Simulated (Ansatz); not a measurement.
Reaction (ligand exchange at a B–S bond): `CB(S)S` + CH₃OH → `COB(C)S` + H₂S

Program: Ansatz. Geometries: PBE0-D4/def2-TZVP. ΔE: electronic, gas phase. CBS: MP2 limit from def2 TZ/QZ plus the TZ coupled-cluster correction, frozen cores. This one scheme is used for every species. Functionals use def2-TZVPP. One conformer a species, not always the lowest.

Is it downhill or uphill in electronic energy at CCSD(T)/CBS, and by how much? (An estimate is asked.)

The calculation gave: Downhill: ΔE = -0.58 eV.

What do these levels give: PBE0-D4, B2PLYP, PBE, r2SCAN, MP2/def2-QZVPP, SCS-MP2/def2-QZVPP? (Estimate.)

The calculation gave: PBE0-D4 -0.51, B2PLYP -0.60, PBE -0.49, r2SCAN -0.56, MP2/def2-QZVPP -0.55, SCS-MP2/def2-QZVPP -0.58 eV.

Largest T1 diagnostic among the species: 0.013.

In def2-TZVPP, CCSD(T) changes the Hartree–Fock value by +0.07 eV (the triples alone add +0.02 eV) and MP2 by +0.12 eV.
